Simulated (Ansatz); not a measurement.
Cost and result for the atomization energy of AlBrH6Si2 (10 atoms, 10 bonds).

```xyz
10

Al    0.835    1.235    1.772
Si    0.767   -0.180   -0.182
Si   -1.096   -1.299   -1.045
Br    0.288    2.108   -0.644
H     2.231    1.857    2.177
H    -0.501    1.354    2.608
H     1.958   -0.438   -1.039
H    -1.238   -1.058   -2.505
H    -2.312   -0.819   -0.339
H    -0.932   -2.758   -0.804
```

The species carries charge 0 and has multiplicity 1. Correlated methods include outer-core shells of Br, which these sets cover unevenly. Scalar relativity is left out up to krypton. The bonds changed during the relaxation, so this is another structure than the one it started from. The structure was optimised at the PBE0-D4/def2-TZVP level. Program: Ansatz. All runs use 4 threads of a server CPU on a shared host. Times are those of one run each, without the atoms' runs, and a repeat can differ threefold. Electronic energies, without spin–orbit coupling; frozen cores. CCSD(T)/CBS adds CCSD(T) − MP2 in def2-TZVPP to the MP2 limit, and its time is that of the two runs behind it. T1 = 0.011. With those shells the extrapolation isn't a true limit. HSE06 is the plane-wave form, built on full-range PBE exchange.

CCSD(T)/CBS is a level of theory with its own doubt, some kJ/mol a heavy atom from the limit and from the frozen cores, so smaller differences don't rank the functionals.

```csv
level,functions,wall time,atomization (kJ/mol),difference from CCSD(T)/CBS,per bond
LDA (SPW92)/def2-TZVPP,258,1.3 s,2962.0,259.6,26.0
BLYP-D4/def2-TZVPP,258,1.8 s,2631.8,-70.6,-7.1
HSE06-D4/def2-TZVPP,258,3.7 s,2658.7,-43.7,-4.4
r2SCAN-D4/def2-TZVPP (with forces),258,3.9 s,2701.4,-1.0,-0.1
CCSD(T)/def2-SVP,116,3.9 s,2499.6,-202.8,-20.3
PBE0-D4/def2-TZVPP,258,4.2 s,2657.7,-44.7,-4.5
r2SCANh-D4/def2-TZVPP,258,6.5 s,2693.3,-9.1,-0.9
B97M-V/def2-TZVPP,258,9.6 s,2729.3,26.9,2.7
ωB97X-V/def2-TZVPP,258,10 s,2715.8,13.4,1.3
ωB97M-V/def2-TZVPP (with forces),258,11 s,2682.8,-19.6,-2.0
MP2/def2-QZVPP,479,29 s,2650.3,-52.1,-5.2
CCSD(T)/def2-TZVPP,258,57 s,2621.6,-80.8,-8.1
CCSD(T)/CBS(def2),–,85 s,2702.4,0.0,0.0
```

From BLYP to BHLYP (50 % exact exchange), in def2-TZVPP and without D4, the atomization energy moves by +38.6 kJ/mol. The D4 term adds +45.0 kJ/mol with B3LYP and +23.7 kJ/mol with PBE0; it sums over pairs of atoms, weighted by their polarisabilities, and B3LYP, whose exchange is more repulsive, gets the larger term. Leaving LDA and LC-ωPBE aside and taking each functional with its dispersion term where it has one, the values, not all of them listed here, spread over 108.3 kJ/mol, from revPBE-D4 to B97M-V. LDA lies +331.9 kJ/mol from PBE without D4, its usual overbinding.

B3LYP here is the variant with VWN-RPA as its local correlation; programs differ in this.
